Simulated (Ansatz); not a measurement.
Reaction (substitution at a C–C bond): `CC(C)(F)F` + `O[SiH](F)S` → `CO[SiH](F)S` + `CC(F)F`

Calculated with Ansatz (gas phase, PBE0-D4/def2-TZVP geometries, no zero-point term in ΔE). CCSD(T)/CBS adds triple-zeta CCSD(T) − MP2 to the extrapolated MP2 energy (def2 sets, frozen cores). DFT in def2-TZVPP. One conformer a species, not always the lowest.

Question: Is it downhill or uphill in electronic energy at CCSD(T)/CBS, and by how much? (Estimate.)

Answer: The calculation gave: Uphill: ΔE = +87.0 kJ/mol.

Question: What do these levels give: LDA (SPW92), PBE-D4, revPBE-D4, B97M-V, PBE0-D4, BHLYP-D4, B2PLYP, BLYP, HF/def2-SVP, CCSD/def2-SVP, SCS-MP2/def2-TZVPP, HF/CBS(def2)? (Best estimate.)

Answer: Computed: LDA (SPW92) 90.6, PBE-D4 80.9, revPBE-D4 79.8, B97M-V 86.0, PBE0-D4 83.0, BHLYP-D4 77.4, B2PLYP 79.8, BLYP 72.0, HF/def2-SVP 64.7, CCSD/def2-SVP 75.6, SCS-MP2/def2-TZVPP 81.8, HF/CBS(def2) 71.2 kJ/mol.

Question: What do rigid-rotor, harmonic-oscillator terms from PBE0-D4/def2-TZVP frequencies (298.15 K, 1 bar) make of the CCSD(T)/CBS value? (Best estimate.)

Answer: The calculation gave: ΔZPE = +2.4 kJ/mol, ΔH = +90.7 kJ/mol, ΔS = 26 J/(mol·K), ΔG = +83.0 kJ/mol.

Largest T1 diagnostic among the species: 0.012.

In def2-TZVPP, CCSD(T) changes the Hartree–Fock value by +11.9 kJ/mol (the triples alone add +1.2 kJ/mol) and MP2 by +16.6 kJ/mol. Leaving LDA and LC-ωPBE aside and taking each functional with its dispersion term where it has one, the values, not all of them listed here, spread over 13.3 kJ/mol, from BLYP-D4 to r2SCAN0-D4. LDA lies +10.2 kJ/mol from PBE without D4.
